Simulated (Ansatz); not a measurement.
Cost and result for the atomization energy of AlClH₂O₂Si (7 atoms, 8 bonds).

```xyz
7

Cl    1.9345    1.3762    2.3837
Al    0.7522    0.5352    0.9271
O     0.1284    1.0617   -0.5929
Si   -0.6081   -0.4326   -0.7493
O    -0.0274   -0.9896    0.7178
H    -0.0930   -1.2083   -1.9020
H    -2.0867   -0.3428   -0.7845
```

Total charge 0; spin multiplicity 1. The bonds changed during the relaxation, so this is another structure than the one it started from. The geometry is a stationary point of PBE0-D4/def2-TZVP. Program: Ansatz. All runs use 2 threads of an Arm Neoverse V1 on a shared host. Times are those of one run each, without the atoms' runs, and a repeat can differ threefold. Electronic energies, without spin–orbit coupling; frozen cores. CCSD(T)/CBS adds CCSD(T) − MP2 in def2-TZVPP to the MP2 limit, and its time is that of the two runs behind it. T1 = 0.013. HSE06 is the plane-wave form, built on full-range PBE exchange.

CCSD(T)/CBS is a level of theory with its own doubt, some kJ/mol a heavy atom from the limit and from the frozen cores, so smaller differences don't rank the functionals.

| level | functions | wall time |
| --- | --- | --- |
| revPBE-D4/def2-TZVPP | 216 | 3.2 s |
| CCSD(T)/def2-SVP | 92 | 3.8 s |
| PBE0-D4/def2-TZVPP | 216 | 4.7 s |
| HSE06-D4/def2-TZVPP | 216 | 5.5 s |
| BHLYP-D4/def2-TZVPP | 216 | 5.5 s |
| CAM-B3LYP-D4/def2-TZVPP | 216 | 5.5 s |
| r2SCAN-D4/def2-TZVPP (with forces) | 216 | 8 s |
| B2PLYP/def2-TZVPP | 216 | 8 s |
| PBE-QIDH/def2-TZVPP | 216 | 8.5 s |
| ωB97X-V/def2-TZVPP | 216 | 13 s |
| MP2/def2-QZVPP | 384 | 24 s |
| CCSD(T)/def2-TZVPP | 216 | 120 s |
| CCSD(T)/CBS(def2) | – | 2.4 min |

Task: What atomization energy does each give, and how far from CCSD(T)/CBS? (Estimate.)

Result: Computed: 
```csv
level,atomization (kcal/mol),difference from CCSD(T)/CBS,per bond
revPBE-D4/def2-TZVPP,642.6,-21.9,-2.7
CCSD(T)/def2-SVP,602.1,-62.4,-7.8
PBE0-D4/def2-TZVPP,648.5,-16.0,-2.0
HSE06-D4/def2-TZVPP,649.0,-15.5,-1.9
BHLYP-D4/def2-TZVPP,630.5,-34.0,-4.2
CAM-B3LYP-D4/def2-TZVPP,657.5,-7.0,-0.9
r2SCAN-D4/def2-TZVPP (with forces),664.7,0.2,0.0
B2PLYP/def2-TZVPP,650.6,-13.9,-1.7
PBE-QIDH/def2-TZVPP,653.2,-11.3,-1.4
ωB97X-V/def2-TZVPP,662.9,-1.6,-0.2
MP2/def2-QZVPP,683.1,18.6,2.3
CCSD(T)/def2-TZVPP,641.6,-22.9,-2.9
CCSD(T)/CBS(def2),664.5,0.0,0.0
```

In def2-TZVPP, CCSD(T) changes the Hartree–Fock value by +164.0 kcal/mol (the triples alone add +12.2 kcal/mol) and MP2 by +191.6 kcal/mol; breaking electron pairs costs correlation energy, which Hartree–Fock lacks. From r2SCAN to r2SCAN0 (25 % exact exchange), in def2-TZVPP and without D4, the atomization energy moves by −16.6 kcal/mol: exact exchange takes away binding that semilocal exchange gives to molecules. At CCSD(T), def2-SVP lies −62.4 kcal/mol from the extrapolated value and def2-TZVPP −22.8 kcal/mol: correlation converges slowly with the basis, and small sets miss more of it in the bonded molecule than in its fragments.
